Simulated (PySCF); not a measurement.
C4H9FO.

```xyz
15

C      2.4308    -0.5274    -0.3242
O      1.0522    -0.3038    -0.4767
C      0.3980    -0.0487     0.7416
C     -1.0755     0.2470     0.4968
C     -1.7643    -0.7660    -0.4013
F     -1.1955     1.5164    -0.0777
H      2.9543     0.3544     0.1212
H      2.8559    -0.7185    -1.3288
H      2.6462    -1.4114     0.3267
H      0.8518     0.8279     1.2687
H      0.4791    -0.9251     1.4371
H     -1.5740     0.2888     1.4940
H     -2.8174    -0.4703    -0.5713
H     -1.2379    -0.8184    -1.3729
H     -1.7501    -1.7735     0.0607
```
Charge 0, spin multiplicity 1.

Geometry: PBE-D3(BJ)/def2-SVP. Other conformers were not sampled.

The numbers are results of PBE/pcSseg-1 (PySCF), not measurements. Non-relativistic, no solvent.

### Question
Give the absolute GIAO shielding of each atom: isotropic value and principal components (ppm). (The exact figures need the calculation; the answer reports its results.)

### Answer

```csv
atom,σ(iso),σ11,σ22,σ33,span
C1,115.9,82.4,88.1,177.1,94.7
O2,298.6,279.8,286.5,329.5,49.7
C3,96.6,74.3,79.9,135.7,61.4
C4,83.6,50.0,67.9,132.9,82.8
C5,160.2,141.1,161.9,177.6,36.5
F6,350.1,302.8,346.6,401.1,98.3
H7,27.7,24.0,25.5,33.6,9.6
H8,27.1,23.5,24.7,33.2,9.7
H9,27.8,24.1,25.8,33.7,9.6
H10,27.3,24.3,26.3,31.2,6.9
H11,27.8,25.3,26.6,31.5,6.3
H12,26.3,23.8,25.8,29.4,5.6
H13,29.6,26.1,27.5,35.3,9.2
H14,28.9,24.6,29.6,32.6,8.0
H15,30.2,26.4,28.1,36.1,9.6
```
